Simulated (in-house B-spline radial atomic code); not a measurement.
# How G0W0 and RPA depend on the start: Zr29+

Configuration [Ne] 3s1, highest spin. Computed with an all-electron radial atomic-structure program (B-spline basis): all electrons, non-relativistic, point nucleus, each spin shell either full or empty, empty states to l = 9 with an (l + 1/2)⁻⁴ tail; G0W0 by contour deformation at full frequency.

Without relativity these are model numbers: it shifts the levels of so heavy an element strongly and can reorder them.

```json
{"start": "Hartree-Fock", "mean-field 3s up (eV)": "-1551.62", "G0W0 (eV)": "?", "QP weight": "?", "RPA correlation (Eh)": "?"}
{"start": "PBE", "mean-field 3s up (eV)": "-1530.09", "G0W0 (eV)": "-1555.64", "QP weight": "0.982", "RPA correlation (Eh)": "-0.74629"}
{"start": "HSE06", "mean-field 3s up (eV)": "-1535.45", "G0W0 (eV)": "-1555.37", "QP weight": "0.985", "RPA correlation (Eh)": "-0.73167"}
{"start": "LDA VWN5", "mean-field 3s up (eV)": "-1529.46", "G0W0 (eV)": "-1555.73", "QP weight": "0.981", "RPA correlation (Eh)": "-0.74736"}
{"start": "BHandHLYP", "mean-field 3s up (eV)": "-1541.61", "G0W0 (eV)": "?", "QP weight": "?", "RPA correlation (Eh)": "?"}
```

Q: What G0W0 level, weight and RPA correlation energy follow from the Hartree-Fock start?

A: G0W0 level -1554.69 eV, weight 0.991, RPA correlation -0.69805 hartree.

Q: What G0W0 level, weight and RPA correlation energy follow from the BHandHLYP start?

A: G0W0 level -1555.09 eV, weight 0.987, RPA correlation -0.71844 hartree.

Q: How much of the dependence on the start does G0W0 remove?

A: The mean-field levels span 22.2 eV and the G0W0 levels 1.04 eV. Against 1582.37 ± 0.05 eV (NIST, semi-empirical) the G0W0 removal energies are off by -27.68 to -26.64 eV, with relativity, Breit and QED terms left out.
